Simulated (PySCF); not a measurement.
# Dipole response of Tl (thallium, neutral)

[Xe] 4f14 5d10 6s1 6p2, high-spin 4P determinant (an excited configuration). All numbers are calculated (PySCF 2.14, scalar relativity through the core potential, in aug-cc-pVQZ-PP with one added diffuse shell each of s, p, d, f, g type with ECP60MDF (8s8p6d4f3g, 117 functions)). Coupled (time-dependent) response in atomic units; α is the mean over directions.

```csv
method,mean α (bohr³),"α xx, yy, zz",C₆ (like pair),S(−4)
UHF,68.74,"52.30, 76.96, 76.96",787.8,1985
PBE,80.00,"56.49, 91.76, 91.76",930.0,3278
```

S(−4) is the Cauchy moment in α(ω) = α(0) + S(−4) ω² + …

Spin-orbit coupling is absent.

α(iu) at UHF:

```
u (hartree)  α(iu) (bohr³)
          0          68.74
     0.0500          64.22
      0.100          54.30
      0.200          35.73
      0.300          24.38
      0.500          13.75
      0.750          8.539
       1.00          6.087
       1.50          3.731
       2.00          2.572
       3.00          1.436
       5.00         0.6192
```

The components differ because the open shell of this determinant is not spherical; for a pure term their mean is the scalar polarisability.

Energies and moments cover only the electrons outside the core potential. Spin-orbit coupling is strong in this species (close to jj coupling), so the high-spin LS determinant is a model state, not a physical level.
